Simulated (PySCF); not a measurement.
PySCF input:

```python
from pyscf import gto, scf, dft

mol = gto.M(
    atom='''
    C     2.09617961   -0.16102070   -0.40710721
    Ge    0.10784029   -0.05903555    0.22534696
    O    -0.48861916   -1.26269922   -1.05092517
    O    -0.14869049    1.64673440   -0.45139636
    O    -1.75953548    0.00214591    0.98723059
    H     2.09565564    0.05962029   -1.47755151
    H     2.69012745    0.57842015    0.13207267
    H     2.48658313   -1.16370615   -0.22691641
    H    -1.42246854   -1.35467773   -0.82892329
    H    -1.04816969    1.84892867   -0.16877612
    H    -1.65493375   -0.20277224    1.92236266
    ''',
    basis='def2-tzvpd',
    charge=-1,
    spin=1,
    verbose=4,
)

mf = scf.UHF(mol).density_fit(auxbasis='def2-universal-jkfit')
mf.conv_tol = 1e-9
mf.max_cycle = 100
mf.max_memory = 1500
mf.kernel()
if not mf.converged:
    mf = mf.newton()
    mf.kernel(mf.make_rdm1())
for _ in range(2):
    mo, _, stable, _ = mf.stability(return_status=True)
    if stable:
        break
    mf.kernel(mf.make_rdm1(mo, mf.mo_occ))
mf.analyze()
```

Question: What final total energy does it print?

Answer: -2341.48315 Eh (HF/def2-TZVPD).
